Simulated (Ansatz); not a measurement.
The cluster Si2O2⁺. The state is a doublet with charge 1. Geometry PBE0-D4/def2-TZVP.

```xyz
4

Si   -0.0350   -0.0276    1.1929
Si    0.0350    0.0276   -1.1928
O    -0.4688    1.0791    0.0111
O     0.4688   -1.0791   -0.0111
```

B3LYP takes the VWN-RPA correlation. The structure comes from a short search, and lower isomers may exist.

Q: Estimate the α-spin orbital energies around the gap (eV) in Ansatz with HF/6-31G, BLYP-D4/def2-TZVP, B3LYP-D4/6-31G, B3LYP-D4/def2-TZVP, ωB97M-V/def2-TZVP.

A: 
```csv
orbital,HF/6-31G,BLYP-D4/def2-TZVP,B3LYP-D4/6-31G,B3LYP-D4/def2-TZVP,ωB97M-V/def2-TZVP
HOMO−5,-24.63,-17.74,-19.72,-19.39,-22.15
HOMO−4,-23.29,-16.61,-18.59,-18.13,-21.02
HOMO−3,-21.09,-14.64,-16.31,-16.10,-18.83
HOMO−2,-20.74,-14.44,-16.11,-15.93,-18.68
HOMO−1,-19.59,-14.34,-15.85,-15.64,-18.03
HOMO,-17.28,-12.64,-14.01,-13.78,-15.94
LUMO,-5.80,-9.31,-9.47,-8.74,-6.35
LUMO+1,-4.72,-8.30,-8.19,-7.73,-5.32
LUMO+2,-3.04,-7.17,-6.70,-6.59,-4.42
LUMO+3,-1.61,-5.63,-5.08,-5.08,-3.00
LUMO+4,-1.12,-5.44,-4.45,-4.83,-2.68
LUMO+5,0.38,-3.86,-3.04,-3.26,-1.41
β HOMO,-16.17,-13.75,-14.95,-14.49,-16.46
β LUMO,-8.41,-11.76,-11.68,-11.40,-9.52
```
